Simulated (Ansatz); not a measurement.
Start from `N[BH][Al]([Cl])[Cl]` and change one atom or group to get `[Cl][Al]([Cl])[Br]`.

Ansatz, PBE0-D4/def2-TZVP geometries, multiplicity 1. Each molecule was computed in one conformer, which needn't be the lowest.

Scalar relativity is left out up to krypton. Spin–orbit coupling is left out; it splits and shifts lone-pair levels of the heavy atoms by tenths of an eV.

```
                                                                                  property  `N[BH][Al]([Cl])[Cl]`
                                                     LUMO energy (ωB97M-V/def2-TZVPP) / eV                  -0.10
                                            size of the dipole moment (PBE/def2-TZVPP) / D                   3.65
                                                        HOMO energy (PBE0/def2-TZVPP) / eV                  -7.81
ideal-gas entropy at 298 K and 1 bar (rigid rotor, harmonic PBE0-D4/def2-TZVP) / J/(mol·K)                    367
                                                       HOMO energy (B3LYP/def2-TZVPP) / eV                  -7.61
                                                        LUMO energy (PBE0/def2-TZVPP) / eV                  -1.93
```

Question: Give the same properties after the change, and the shifts. (Estimate.)

Answer: The calculation gave: 
```json
{"property": "LUMO energy (ωB97M-V/def2-TZVPP) / eV", "`[Cl][Al]([Cl])[Br]`": "0.39", "shift": "0.49"}
{"property": "size of the dipole moment (PBE/def2-TZVPP) / D", "`[Cl][Al]([Cl])[Br]`": "0.18", "shift": "-3.47"}
{"property": "HOMO energy (PBE0/def2-TZVPP) / eV", "`[Cl][Al]([Cl])[Br]`": "-8.96", "shift": "-1.15"}
{"property": "ideal-gas entropy at 298 K and 1 bar (rigid rotor, harmonic PBE0-D4/def2-TZVP) / J/(mol·K)", "`[Cl][Al]([Cl])[Br]`": "334", "shift": "-33"}
{"property": "HOMO energy (B3LYP/def2-TZVPP) / eV", "`[Cl][Al]([Cl])[Br]`": "-8.67", "shift": "-1.06"}
{"property": "LUMO energy (PBE0/def2-TZVPP) / eV", "`[Cl][Al]([Cl])[Br]`": "-1.36", "shift": "0.57"}
```

With PBE0 the HOMO falls by 1.15 eV and the LUMO rises by 0.57 eV, so the gap widens by about 1.72 eV. PBE moves the HOMO by -1.03 eV and ωB97M-V by -1.27 eV. The zero-point energy changes by -103.9 kJ/mol with -12 modes. Dipoles are sizes alone; their direction can turn.

B3LYP here is the variant with VWN-RPA as its local correlation; programs differ in this.
